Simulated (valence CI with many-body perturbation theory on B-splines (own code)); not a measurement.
# Pm11+: E2, M1 decay

Method: valence CI with perturbative core correlation (CI+MBPT): four valence electrons over a frozen Dirac-Fock core [Kr] 4d10, radial functions for each j: 7 s, 7 p, 7 d, 7 f, 4 g, 2 h, with the one-electron correlation potential Σ1, the two-electron term Σ2, the three-electron term Σ3, Breit, model QED; selected CI, second order for the rest, scaled by the run's own slope (own B-spline code, finite nucleus).

No measured levels were compared; by estimate terms of the open shell hold to a few per cent of their energy, and close levels can change places; configurations with another count of f electrons can be misplaced by thousands of cm⁻¹.

Lines 51 to 100 of 120 in falling wavelength, among levels below 238160 cm⁻¹, chosen from the decays that carry over 1 % of a level's rate. Wavelengths and rates use the calculated energies, so an error of 2000 cm⁻¹ moves a line at 224.6 nm by 4.5 % and its rate by three times that or more. Electric multipoles are in the length gauge, E1 and E2 with the static RPA response of the core. Weak lines are less certain than strong ones. Lines between different terms over intervals too small for the method are left out, as are lines whose strength nearly cancels. Branching is blank where the lifetime is uncertain.

Names give the largest LS component (configuration and term), which can be under half, so a name can repeat, a term be missing and a line seem to break the LS rules; names also repeat where a configuration has a term twice.

```
λ vac (nm)         Upper         Lower  Type   A (s⁻¹)  Branch %
     224.6  4f5s²5p ³G_3   4f²5s² ³F_4    E2  4.96e-01       4.7
     224.6  4f5s²5p ³G_3   4f²5s² ³F_4    M1  2.43e-01       2.3
     222.3  4f5s²5p ³G_3   4f²5s² ³F_3    M1  1.06e-01       1.0
     219.6  4f5s²5p ¹F_3  4f5s²5p ³G_3    M1  5.01e+02      44.6
     216.4  4f5s²5p ³F_3   4f²5s² ¹G_4    M1  3.30e-01       2.3
     216.4  4f5s²5p ³F_3   4f²5s² ¹G_4    E2  2.33e-01       1.6
     215.3  4f5s²5p ³D_3  4f5s²5p ³G_4    M1  2.26e+02      17.7
     211.6  4f5s²5p ³G_5  4f5s²5p ³G_4    M1  9.89e+02      78.6
     210.4  4f5s²5p ³G_3   4f²5s² ³F_2    E2  5.20e-01       4.9
     206.2  4f5s²5p ³G_4   4f²5s² ¹G_4    M1  3.47e-01       1.3
     205.6  4f5s²5p ³D_2  4f5s²5p ³F_2    M1  7.72e+02      57.4
     205.5   4f²5s² ¹S_0   4f²5s² ¹D_2    E2  7.48e+00      13.1
     205.2  4f5s²5p ³D_3  4f5s²5p ³F_3    M1  7.14e+02      55.7
     201.8  4f5s²5p ³G_5  4f5s²5p ³F_3    E2  1.28e+01       1.0
     199.1  4f5s²5p ³F_4  4f5s²5p ³G_3    M1  4.99e+02      40.1
     195.2  4f5s²5p ³D_3  4f5s²5p ³F_2    M1  2.43e+01       1.9
     194.4  4f5s²5p ³F_3   4f²5s² ³F_4    E2  2.09e+00      14.5
     192.7  4f5s²5p ³F_3   4f²5s² ³F_3    E2  3.29e+00      22.8
     192.5  4f5s²5p ³F_2   4f²5s² ³F_2    E2  5.40e+00      28.9
     191.9  4f5s²5p ¹G_4  4f5s²5p ³G_4    M1  2.74e+02      18.5
     188.5  4f5s²5p ³D_2  4f5s²5p ³G_3    M1  2.57e+02      19.1
     188.5  4f5s²5p ³D_2  4f5s²5p ³G_3    E2  2.62e+01       1.9
     186.1  4f5s²5p ³G_4   4f²5s² ³F_4    E2  2.18e+00       8.3
     185.9  4f5s²5p ³D_1  4f5s²5p ³F_2    M1  1.06e+03      76.7
     184.6  4f5s²5p ³G_4   4f²5s² ³F_3    E2  1.27e+00       4.9
     183.9  4f5s²5p ¹G_4  4f5s²5p ³F_3    M1  2.44e+02      16.4
     183.6  4f5s²5p ³F_3   4f²5s² ³F_2    E2  1.04e+00       7.2
     180.3  4f5s²5p ³G_3   4f²5s² ³H_4    E2  8.80e+00      83.8
     179.7  4f5s²5p ³D_3  4f5s²5p ³G_3    M1  5.71e+01       4.5
     175.6  4f5s²5p ³G_4   4f²5s² ³H_6    E2  2.87e+00      11.0
     173.3  4f5s²5p ¹D_2  4f5s²5p ³G_4    E2  2.83e+01       1.8
     171.7  4f5s²5p ³D_1  4f5s²5p ³G_3    E2  4.09e+01       3.0
     170.8  4f5s²5p ³F_3   4f²5s² ³H_5    E2  5.12e+00      35.5
     166.9  4f5s²5p ³F_2   4f²5s² ³H_4    E2  1.28e+01      68.2
     166.7  4f5s²5p ¹D_2  4f5s²5p ³F_3    M1  1.23e+03      78.1
     164.3  4f5s²5p ³G_4   4f²5s² ³H_5    E2  9.32e+00      35.6
     163.1  4f5s²5p ¹G_4  4f5s²5p ³G_3    M1  6.40e+02      43.1
     163.1  4f5s²5p ¹G_4  4f5s²5p ³G_3    E2  1.58e+01       1.1
     160.3  4f5s²5p ³F_3   4f²5s² ³H_4    E2  1.40e+00       9.7
     154.6  4f5s²5p ³G_4   4f²5s² ³H_4    E2  7.58e-01       2.9
     135.0  4f5s²5p ³D_3   4f²5s² ³P_2    E2  2.07e+01       1.6
     126.8  4f5s²5p ³D_1   4f²5s² ³P_1    E2  3.69e+01       2.7
     123.2  4f5s²5p ³D_2   4f²5s² ¹D_2    E2  1.99e+01       1.5
     120.8  4f5s²5p ¹G_4   4f²5s² ¹I_6    E2  1.42e+02       9.6
     117.2  4f5s²5p ¹D_2   4f²5s² ³P_2    E2  3.68e+01       2.3
     111.7  4f5s²5p ³F_4   4f²5s² ¹G_4    E2  2.08e+01       1.7
     111.2   5s²5p² ³P_0  4f5s²5p ³F_2    E2  3.28e+02          
     111.1  4f5s²5p ¹F_3   4f²5s² ³F_4    E2  5.51e+01       4.9
     110.5  4f5s²5p ¹F_3   4f²5s² ³F_3    E2  2.38e+01       2.1
     105.5  4f5s²5p ³F_4   4f²5s² ³F_4    E2  3.91e+01       3.1
```
